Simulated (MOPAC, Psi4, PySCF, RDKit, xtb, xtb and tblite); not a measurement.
Two geometries of SMILES C=C[SiH2]O (C2H6OSi), relaxed at GFN2-xTB with one dihedral held; other torsions can differ between them too.

Structure A

```
10

C      2.4219    -1.9351    -1.6873
C      1.9293    -1.4926    -0.5407
Si     1.0036     0.1343    -0.3119
O      0.8686     0.9613    -1.7062
H      2.9452    -2.8756    -1.7789
H      2.3150    -1.3745    -2.6037
H      2.0649    -2.1072     0.3408
H      1.7296     0.9292     0.6863
H     -0.3958    -0.0783     0.0330
H      1.6288     1.1613    -2.2451
```

Structure B

```
10

C     -2.4195    -0.6904     2.0601
C     -2.4151     0.0529     0.9646
Si    -1.0308     0.0314    -0.3230
O     -0.8335    -1.4465    -0.9797
H     -3.2169    -0.6588     2.7886
H     -1.6175    -1.3784     2.2773
H     -3.2461     0.7313     0.8094
H     -1.3821     1.0037    -1.3640
H      0.2842     0.2535     0.2614
H     -1.5593    -1.9395    -1.3518
```

**Question.** Which is lower in energy at the level Psi4 1.11 with DF-MP2 (frozen core)/cc-pVTZ // GFN2-xTB, and by how much?

**Answer.** A is lower, by 3.66 kJ/mol (dihedral C1–C2–Si3–O4: 0° in A, 60° in B).

E(B) − E(A) in kJ/mol at the other levels, on the same two geometries: GFN2-xTB (xtb and tblite) 3.59; MMFF94 // GFN2-xTB (RDKit) 1.49; PBE0/def2-TZVP // GFN2-xTB (Psi4) 3.81; PBE0-D3(BJ)/def2-TZVP // GFN2-xTB (Psi4) 4.01; PBE/def2-TZVP // GFN2-xTB (Psi4) 3.73; PBE-D3(BJ)/def2-TZVP // GFN2-xTB (Psi4) 4.00; HF/cc-pVTZ // GFN2-xTB (Psi4) 3.58; UFF // GFN2-xTB (RDKit) -3.93; PM6, restricted, heats of formation // GFN2-xTB (MOPAC) -0.56; AM1, restricted, heats of formation // GFN2-xTB (MOPAC) 0.35; GFN1-xTB // GFN2-xTB (xtb) 4.66; restricted B3LYP/6-31G*, spherical d // GFN2-xTB (PySCF) 3.39; restricted Hartree-Fock/3-21G // GFN2-xTB (PySCF) 1.34; restricted MP2 (frozen core)/3-21G // GFN2-xTB (PySCF) 1.74; restricted B3LYP/6-311+G**, spherical d, density fitting // GFN2-xTB (PySCF) 2.46.
